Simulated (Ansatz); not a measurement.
`CC1=CC(C(F)(F)F)=[O+][Ti-]([OH])([F])([Cl])[O]1` + `[OH][Ti]([OH])([OH])[F]` → `CC1=CC(C(F)(F)F)=[O+][Ti-]([OH])([OH])([F])[O]1` + `[OH][Ti]([OH])([F])[Cl]`  (substitution at a C–O bond)

Calculated with Ansatz (gas phase, PBE0-D4/def2-TZVP geometries, no zero-point term in ΔE). CCSD(T)/CBS is the MP2 limit (def2-TZVPP, def2-QZVPP) plus CCSD(T) − MP2 in def2-TZVPP, frozen cores. Functionals use def2-TZVPP. For Ti outer-core shells are correlated without core-valence functions, which leaves a few kJ/mol of doubt a bond. Scalar relativity is left out up to krypton. Each species was taken in one conformer, which may not be the lowest.

(1) Is it downhill or uphill in electronic energy at CCSD(T)/CBS, and by how much? (Best estimate.)

(2) What do these levels give: LDA (SPW92), revPBE-D4, CAM-B3LYP-D4, r2SCAN, r2SCAN0, MP2/def2-TZVPP? (Estimate.)

Largest T1 diagnostic among the species: 0.024, so the coupled-cluster value is less sure than usual.

Results:

(1) The calculation gave: Downhill: ΔE = -4.5 kJ/mol.

(2) Ansatz gave: LDA (SPW92) -6.8, revPBE-D4 -5.2, CAM-B3LYP-D4 -5.5, r2SCAN -6.4, r2SCAN0 -5.7, MP2/def2-TZVPP -4.3 kJ/mol.

At CCSD(T), def2-SVP lies −5.2 kJ/mol from the extrapolated value and def2-TZVPP +0.3 kJ/mol. Leaving LDA and LC-ωPBE aside and taking each functional with its dispersion term where it has one, the values, not all of them listed here, spread over 2.6 kJ/mol, from r2SCAN-D4 to BHLYP-D4.
